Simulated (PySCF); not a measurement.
A side-by-side comparison of computed properties.

First species: CH7NSi3.
Cartesian coordinates in Å at the PBE0-D3(BJ)/def2-SVP level; atoms count from 1:
```
atom  x, y, z in Å
N1     2.8408    1.5009    0.1872
C2     2.2933    0.4785    0.2241
Si3    1.3373   -1.1185    0.2421
Si4   -0.6200   -0.7136   -0.9831
Si5   -1.6741    1.1576   -0.0416
H6     1.0429   -1.4248    1.6718
H7     2.2243   -2.1697   -0.3324
H8    -1.4873   -1.9302   -0.9040
H9    -0.2403   -0.4636   -2.4077
H10   -1.9891    0.8634    1.3895
H11   -0.7470    2.3250   -0.1178
H12   -2.9396    1.4671   -0.7730
```

Second species: C₅H₆F₃PSe.
SMILES: `C1[P@@]([C@H]1C(F)(F)F)(C=C)=[Se]`

Levels: CAM-B3LYP/def2-SVPD for dipole moment, HOMO energy, LUMO energy, HOMO–LUMO gap, static isotropic polarisability and electronic spatial extent ⟨r²⟩ about the centre of nuclear charge; TDDFT CAM-B3LYP/def2-SVPD for lowest singlet excitation; TDA CAM-B3LYP/def2-SVPD for lowest triplet excitation (Tamm–Dancoff); ΔSCF CAM-B3LYP/def2-SVPD for vertical ionisation energy; PBE0-D3(BJ)/def2-SVP for rotational constant A and rotational constant C. Geometries: PBE0-D3(BJ)/def2-SVP. Each structure is a single optimised conformer of the isolated species, non-relativistic unless stated. Electronic properties by PySCF.

Dipoles, sizes and rotational constants follow the conformer. The torsions of the flexible species, by atom-mapped SMILES:
- `[N:1]#[C:2][SiH2:3][SiH2:4][SiH3:5]`: C2–Si3–Si4–Si5 -54°
- `[CH2:1]=[CH:2][P@@:3]1(=[Se:4])[CH2:5][C@@H:6]1[C:7]([F:8])([F:9])[F:10]`: C1–C2–P3–Se4 -128°, C5–C6–C7–F8 -39°

(1) Which has the higher HOMO energy?

(2) Which of the two has the higher T1 energy, and by how much?

(3) Which of the two has the higher ⟨r²⟩, and by how much?

(4) Which of the two has the higher dipole moment, and by how much?

(5) Which of the two has the higher LUMO energy, and by how much?

(6) Which of the two has the higher static isotropic polarisability, and by how much?

(7) Which of the two has the higher rotational constant C, and by how much?

(8) Which has the higher HOMO–LUMO gap?

Answers

(1) The second: -7.59 eV against -9.67 eV, a difference of 2.08 eV.

(2) The first: 5.67 eV against 3.85 eV, a difference of 1.82 eV.

(3) The second: 2377 bohr² against 1131 bohr², a difference of 1246 bohr².

(4) The second: 5.57 D against 3.72 D, a difference of 1.85 D.

(5) The first: 0.23 eV against -0.50 eV, a difference of 0.73 eV.

(6) The second: 116.3 au against 103.1 au, a difference of 13.2 au.

(7) The first: 1.057 GHz against 0.435 GHz, a difference of 0.622 GHz.

(8) The first: 9.90 eV against 7.09 eV, a difference of 2.81 eV.

On the first: The ΔSCF ionisation energy exceeds −ε(HOMO) by 0.68 eV with CAM-B3LYP.

On the second: A dipole of 5.57 D is allowed in C1, and pure rotational transitions are dipole-allowed. S1 lies 2.82 eV below the HOMO–LUMO gap; its leading configuration is HOMO→LUMO, weight 0.72. Relativistic effects, spin–orbit coupling among them, are left out although an element past zinc is present.
